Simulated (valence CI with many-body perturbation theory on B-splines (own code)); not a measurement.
E1 line list for Cl³⁺

Computed by configuration interaction combined with many-body perturbation theory (CI+MBPT): four valence electrons over a frozen Dirac-Fock core [Ne], radial functions for each j: 11 s, 11 p, 9 d, 7 f, 5 g, 2 h, 1 i, with the one-electron correlation potential Σ1, the two-electron term Σ2, the three-electron term Σ3, Breit, model QED; selected CI, second order for the rest, scaled by the run's own slope (own B-spline code, finite nucleus).

Set against measurement, 21 paired levels are off by 44 cm⁻¹ on average, the worst by 187. These come from a selection out of Moore, Atomic Energy Levels, vol. I, NSRDS-NBS 35 (1971 reprint of NBS Circular 467, 1949), an old analysis. Levels without a partner in it may be off by more. Among the levels kept, up to 320 cm⁻¹ of a level comes from second order outside the variational space, and about a tenth of that is noise between levels of different J, which matters for small intervals.

Lines 51 to 100 of 231 in falling wavelength, among levels below 33.812 eV, chosen from the strongest by gf and those to the six lowest levels. Wavelengths and rates use the calculated energies, so an error of 40 cm⁻¹ moves a line at 154.0 nm by 0.062 % and its rate by three times that or more. Electric multipoles are in the length gauge, E1 and E2 with the static RPA response of the core. Weak lines are less certain than strong ones. Lines between different terms over intervals too small for the method are left out, as are lines whose strength nearly cancels. Where a level lies close to another of its J and parity, the split of strength between their lines is uncertain. The highest levels of a list are the least certain.

Names give the largest LS component (configuration and term), which can be under half, so a name can repeat, a term be missing and a line seem to break the LS rules; names also repeat where a configuration has a term twice. Letters in brackets count levels of one name in rising energy.

```tsv
λ vac (nm)	λ from measured levels	Upper	Lower	A (s⁻¹)	log gf	Branch %
154.0	153.7	3s2 3p 4p 3P_2	3s2 3p 3d 3D°_3	2.66e+08	-0.33	15.7
153.6	153.3	3s2 3p 4p 3P_2	3s2 3p 3d 3D°_2	7.40e+07	-0.88	4.4
153.2	152.9	3s2 3p 4p 3P_2	3s2 3p 3d 3D°_1	6.84e+06	-1.92	0.4
151.3		3s2 3p 4p 3S_1	3s2 3p 3d 3D°_2	3.00e+07	-1.51	1.9
150.9		3s2 3p 4p 3S_1	3s2 3p 3d 3D°_1	1.24e+07	-1.90	0.8
144.3	144.1	3s2 3p 4p 3P_0	3s2 3p 3d 3P°_1	2.41e+08	-1.12	14.4
144.2		3s2 3p 4p 3P_1	3s2 3p 3d 3P°_0	3.54e+07	-1.48	2.1
143.5		3s2 3p 4p 1D_2	3s 3p3 1D°_2	4.64e+07	-1.14	4.1
142.9		3s 3p3 3D°_1	3s2 3p2 1S_0	5.67e+03	-5.28	0.0
142.9	142.7	3s2 3p 4p 3P_1	3s2 3p 3d 3P°_2	2.02e+08	-0.73	12.1
142.4	142.2	3s2 3p 4p 3P_2	3s2 3p 3d 3P°_1	4.54e+07	-1.16	2.7
141.7		3s 3p3 5S°_2	3s2 3p2 3P_2	4.27e+04	-4.19	72.8
141.5	141.3	3s2 3p 4p 3P_2	3s2 3p 3d 3P°_2	1.28e+08	-0.72	7.6
140.8		3s2 3p 4p 3S_1	3s2 3p 3d 3P°_0	8.18e+07	-1.14	5.2
140.4		3s2 3p 4p 3S_1	3s2 3p 3d 3P°_1	1.85e+08	-0.79	11.8
140.1		3s 3p3 5S°_2	3s2 3p2 3P_1	1.60e+04	-4.63	27.2
139.5		3s2 3p 4p 3S_1	3s2 3p 3d 3P°_2	1.59e+08	-0.86	10.2
114.2	114.0	3s 3p3 3P°_1	3s2 3p2 1S_0	1.10e+05	-4.19	0.0
113.4		3s 3p2 3d 3P_2 [b]	3s2 3p 3d 3P°_1	1.06e+07	-1.99	0.1
112.9		3s 3p2 3d 3P_2 [b]	3s2 3p 3d 3P°_2	2.87e+07	-1.56	0.3
112.6		3s 3p3 3D°_1	3s2 3p2 1D_2	1.46e+05	-4.08	0.1
112.5		3s 3p3 3D°_2	3s2 3p2 1D_2	3.58e+04	-4.47	0.0
112.4		3s 3p3 3D°_3	3s2 3p2 1D_2	2.80e+05	-3.43	0.2
112.0		3s 3p2 3d 3P_1 [b]	3s2 3p 3d 3P°_2	1.82e+07	-1.99	0.2
111.1		3s2 3p 4p 1P_1	3s2 3p 3d 3F°_2	3.77e+07	-1.68	3.2
110.6		3s2 3p 4p 1D_2	3s 3p3 1P°_1	2.05e+07	-1.73	1.8
109.9		3s 3p2 3d 3F_4	3s2 3p 3d 3F°_4	4.26e+07	-1.16	67.1
109.6		3s 3p2 3d 3F_3	3s2 3p 3d 3F°_3	4.10e+07	-1.29	58.1
109.4		3s 3p2 3d 3F_2	3s2 3p 3d 3F°_2	4.45e+07	-1.40	59.3
107.8		3s2 3p 4p 3D_2	3s2 3p 3d 3F°_3	9.53e+08	-0.08	65.3
107.8		3s2 3p 4p 3D_1	3s2 3p 3d 3F°_2	1.04e+09	-0.27	71.8
107.4		3s2 3p 4p 3D_3	3s2 3p 3d 3F°_4	9.93e+08	0.08	67.8
107.2		3s2 3p 4p 3D_2	3s2 3p 3d 3F°_2	1.18e+08	-0.99	8.1
106.7		3s2 3p 4p 3D_3	3s2 3p 3d 3F°_3	8.45e+07	-1.00	5.8
98.69		3s 3p3 3D°_1	3s2 3p2 3P_2	2.78e+06	-2.91	1.8
98.65		3s 3p3 3D°_2	3s2 3p2 3P_2	2.86e+07	-1.68	19.0
98.61		3s2 3p 4p 1S_0 [b]	3s 3p3 1P°_1	1.34e+09	-0.71	62.7
98.57		3s 3p3 3D°_3	3s2 3p2 3P_2	1.47e+08	-0.82	99.8
98.53		3p4 1D_2	3s2 3p 3d 1D°_2	5.67e+08	-0.38	94.7
97.86		3s 3p3 3D°_1	3s2 3p2 3P_1	5.77e+07	-1.60	37.9
97.83		3s 3p3 3D°_2	3s2 3p2 3P_1	1.22e+08	-1.06	81.0
97.39		3s 3p3 3D°_1	3s2 3p2 3P_0	9.19e+07	-1.41	60.2
96.93		3s 3p2 3d 3P_2 [a]	3s 3p3 3P°_1	1.34e+07	-2.03	1.5
96.91		3s 3p2 3d 3P_2 [a]	3s 3p3 3P°_2	3.67e+07	-1.59	4.1
96.77		3s 3p2 3d 3P_2 [b]	3s 3p3 1P°_1	1.84e+07	-1.89	0.2
96.68		3s2 3p 4p 1S_0 [b]	3s 3p3 3S°_1	2.27e+08	-1.50	10.6
96.23		3s 3p2 3d 3P_1 [a]	3s 3p3 3P°_2	3.06e+07	-1.90	3.4
95.75		3s 3p2 3d 3P_0 [b]	3s 3p3 1P°_1	8.02e+07	-1.96	0.7
94.92		3s 3p2 3d 3P_2 [b]	3s 3p3 3S°_1	1.47e+08	-1.00	1.3
94.29		3s 3p2 3d 3P_1 [b]	3s 3p3 3S°_1	1.58e+08	-1.20	1.4
```
